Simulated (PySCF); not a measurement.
Solvent effects on NMR parameters

Bonds (- single, = double, # triple, : aromatic): N1#C2 1.159 Å, C2-C3 1.433 Å, C3:C4 1.400 Å, C4:C5 1.393 Å, C5:N6 1.330 Å, N6:C7 1.330 Å, C7:C8 1.393 Å, C8:C3 1.400 Å. C4 carries H9; C5 carries H10; C7 carries H11; C8 carries H12.

GIAO PBE0/pcSseg-1 in PySCF on one PBE0-D3(BJ)/def2-SVP conformer, non-relativistic, equivalent nuclei averaged. Solvents enter as an IEF-PCM continuum (chloroform with ε = 4.7, water with ε = 78.4) around the gas-phase geometry. Shifts are referred to TMS computed in the same medium.

Gas phase, δ in ppm: C5/C7 156.6, C4/C8 131.3, C3 125.3, C2 122.9, H10/H11 8.98, H9/H12 7.42. Dipole moment 2.00 D.

**Question.** How does each δ change in the continuum?

**Answer.** 
| atoms | environment | Δδ, chloroform | Δδ, water |
| --- | --- | --- | --- |
| C5/C7 | aromatic CH next to a ring nitrogen | +1.2 | +1.6 |
| C4/C8 | aromatic CH | +2.3 | +3.4 |
| C3 | substituted aromatic carbon | -0.1 | +0.1 |
| C2 | nitrile carbon | +3.4 | +4.8 |
| H10/H11 | hydrogen on an aromatic CH next to a ring nitrogen | +0.10 | +0.13 |
| H9/H12 | hydrogen on an aromatic CH | +0.31 | +0.45 |

Changes are relative to the gas phase. The dipole moment becomes 2.36 D in chloroform, 2.44 D in water.

**Question.** Which nuclei move most (in ppm), and what does the model miss?

**Answer.** C2 (nitrile carbon, +4.8 ppm) in water. A continuum only polarises the solute; specific hydrogen bonds, the anisotropy of aromatic solvents and changes of geometry or conformer are outside it.
